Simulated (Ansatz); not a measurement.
Ge24H32, a nanocrystal cut from cubic germanium, 56 atoms. Hardware: 11 threads of AMD EPYC 7R13 on a shared host and a whole NVIDIA H100 80GB HBM3.

Single mean-field runs in STO-3G, def2-SVP, def2-TZVP are fitted with def2-universal-jkfit.

(1) How many basis functions does each of these Ansatz runs have, and roughly what does it cost? PBE0-D4/def2-SVP, charge -1 doublet at the geometry of the charge 0 singlet, energy; BHLYP-D4/def2-SVP, charge 0 singlet, energy and forces, from earlier orbitals; BHLYP-D4/def2-SVP, charge 1 doublet at the geometry of the charge 0 singlet, energy, from earlier orbitals; PBE0-D4/def2-SVP, charge 0 singlet, energy, from earlier orbitals; PBE-D4/def2-SVP, charge 0 singlet, energy and forces, from earlier orbitals; PBE-D4/def2-TZVP, charge 0 singlet, energy, from earlier orbitals; PBE-D4/def2-SVP, charge 1 doublet at the geometry of the charge 0 singlet, energy, from earlier orbitals; PBE0-D4/def2-TZVP, charge 0 singlet, energy, from earlier orbitals; r2SCAN-D4/def2-SVP, charge 0 singlet, relaxation, 5 steps; HF/STO-3G, charge 0 singlet, energy; PBE0-D4/def2-SVP, charge 1 doublet at the geometry of the charge 0 singlet, energy; PBE-D4/def2-SVP, charge 0 triplet at the geometry of the charge 0 singlet, energy, from earlier orbitals.

Answers

(1) Other jobs shared the machine, so times can vary by a factor of up to 3.

```csv
run,functions,fitting or Cholesky vectors,wall time,peak host memory (GiB)
"HF/STO-3G, charge 0 singlet, energy",464,6960,3.7 s,1.6
"PBE-D4/def2-SVP, charge 0 singlet, energy and forces, from earlier orbitals",928,6960,7 s,1.8
"PBE-D4/def2-TZVP, charge 0 singlet, energy, from earlier orbitals",1344,6960,8.5 s,1.9
"PBE0-D4/def2-SVP, charge 0 singlet, energy, from earlier orbitals",928,6960,12 s,1.7
"PBE-D4/def2-SVP, charge 1 doublet at the geometry of the charge 0 singlet, energy, from earlier orbitals",928,6960,16 s,1.8
"PBE-D4/def2-SVP, charge 0 triplet at the geometry of the charge 0 singlet, energy, from earlier orbitals",928,6960,17 s,1.8
"BHLYP-D4/def2-SVP, charge 0 singlet, energy and forces, from earlier orbitals",928,6960,19 s,14
"PBE0-D4/def2-TZVP, charge 0 singlet, energy, from earlier orbitals",1344,6960,21 s,1.9
"r2SCAN-D4/def2-SVP, charge 0 singlet, relaxation, 5 steps",928,6960,28 s,1.9
"PBE0-D4/def2-SVP, charge 1 doublet at the geometry of the charge 0 singlet, energy",928,6960,49 s,1.8
"BHLYP-D4/def2-SVP, charge 1 doublet at the geometry of the charge 0 singlet, energy, from earlier orbitals",928,6960,57 s,1.8
"PBE0-D4/def2-SVP, charge -1 doublet at the geometry of the charge 0 singlet, energy",928,6960,65 s,1.8
```
